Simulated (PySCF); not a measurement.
**Indirect couplings**

Geometry:
```
atom   x (Å)   y (Å)   z (Å)
  C1  -0.260   1.616  -0.175
  B2   0.112   0.095  -0.077
  C3   1.606  -0.366   0.033
  C4  -1.032  -0.978  -0.055
  H5  -0.717   1.915   0.778
  H6   0.576   2.291  -0.369
  H7  -1.039   1.790  -0.925
  H8   1.847  -0.355   1.108
  H9   2.322   0.307  -0.444
 H10   1.784  -1.391  -0.303
 H11  -2.008  -0.603   0.260
 H12  -1.152  -1.320  -1.094
 H13  -0.783  -1.872   0.522
```

Method: B3LYP/pcJ-2 (spin–dipole term only in couplings to heteroatoms)//PBE0-D3(BJ)/def2-TZVP, PySCF 2.14.0 with density-fitted response routines; isolated molecule, single conformer, non-relativistic. Couplings are averaged over pairs made equivalent by symmetry, fast rotation or ring inversion, so a value needn't be that of the named pair in this geometry, while other rotamers aren't included; one pair stands for each set, and the list holds those of at least 1.5 Hz over up to four bonds.

Isotopes: ¹³C, ¹H, ¹¹B.

```tsv
pair	bonds	J (Hz)
C1, B2	1	48.6
C1, H5	1	?
C1, C3	2	6.5
B2, H5	2	?
H5, H6	2	-15.4
C1, H8	3	3.3
```

Question: Estimate the withheld couplings, with signs.

Answer: 
- ¹J(C1,H5) = 121.1 Hz (mean over equivalent pairs that range from 109.3 to 129.7 Hz in this conformer)
- ²J(B2,H5) = -4.6 Hz
